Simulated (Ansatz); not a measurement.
Stepwise reaction of `O[SiH2]S[SiH3]` with hydrogen chloride, as a gas-phase model of exchange steps in deposition or etching. ΔE in kJ/mol.

Isolated molecules relaxed with PBE0-D4/def2-TZVP in Ansatz; ΔE leaves out vibrations. CCSD(T)/CBS is the MP2 limit (def2-TZVPP, def2-QZVPP) plus CCSD(T) − MP2 in def2-TZVPP, frozen cores. This one scheme is used for every species. DFT in def2-TZVPP. B3LYP here is the variant with VWN-RPA as its local correlation; programs differ in this. One conformer a species, not always the lowest.

```json
{"step": "2", "reaction": "`O[SiH2]S[SiH2]Cl` + HCl → `O[SiH2]S[SiH](Cl)Cl` + H₂", "PBE-D4": "-82.9", "B3LYP-D4": "-79.6", "ωB97M-V": "-81.6", "CCSD(T)/CBS": "-80.7"}
```

Give the row of step 1, `O[SiH2]S[SiH3]` + HCl → `O[SiH2]S[SiH2]Cl` + H₂. (Estimate.)

Computed: 
| step | reaction | PBE-D4 | B3LYP-D4 | ωB97M-V | CCSD(T)/CBS |
| --- | --- | --- | --- | --- | --- |
| 1 | `O[SiH2]S[SiH3]` + HCl → `O[SiH2]S[SiH2]Cl` + H₂ | -82.4 | -81.6 | -82.6 | -81.5 |

By hand: ΔE of the 2 steps together at CCSD(T)/CBS.

(-81.5) + (-80.7) = -162.2 kJ/mol, or -81.1 kJ/mol a step.

In ΔE the steps differ by no more than 0.8 kJ/mol. All are downhill at CCSD(T)/CBS. PBE-D4 differs from CCSD(T)/CBS by -2.2 to -0.9 kJ/mol a step. Isolated molecules leave out the surface, adducts and barriers. Largest T1 diagnostic: 0.012.
